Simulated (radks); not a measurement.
Neutral calcium inside a hard spherical wall (all orbitals vanish at R), configuration held at [Ar] 4s2 and not refilled when levels cross. Method: non-relativistic Kohn-Sham, PBE, spin-polarised, spherical densities, point nucleus; computed with a radial shooting solver on a logarithmic mesh with Libxc functionals. Eigenvalues in eV for spin up, with the zero of energy where the potential of the charges vanishes at infinity; a dash marks a level that is unbound or too diffuse for the functional's potential to be trusted. A positive occupied level is held by the wall or, in an anion where self-interaction has pushed it up, behind a barrier. The pressure on the wall is -dE/dV.

R (bohr),E (hartree),kinetic (hartree),e(2p),e(3s),e(3p),e(4s),"e(3d, empty)","e(4p, empty)",pressure (GPa)
free,-677.34882,676.672,-334.46,-46.686,-28.059,-3.753,-2.069,-1.418,0
12,-677.34848,676.675,-334.42,-46.651,-28.024,-3.728,-2.037,-1.344,0.00548
8,-677.33304,676.770,-333.70,-45.966,-27.348,-3.175,-1.431,-0.384,0.535
5,-677.09117,677.655,-329.79,-42.440,-23.911,1.739,2.000,6.503,23.5
4,-676.62793,679.106,-325.78,-39.210,-20.780,9.357,5.670,16.123,116
3,-674.87008,684.581,-314.51,-31.434,-12.901,34.057,15.427,44.379,905
1.5,-639.23156,774.949,-208.41,63.451,87.504,357.94,117.55,362.29,94700
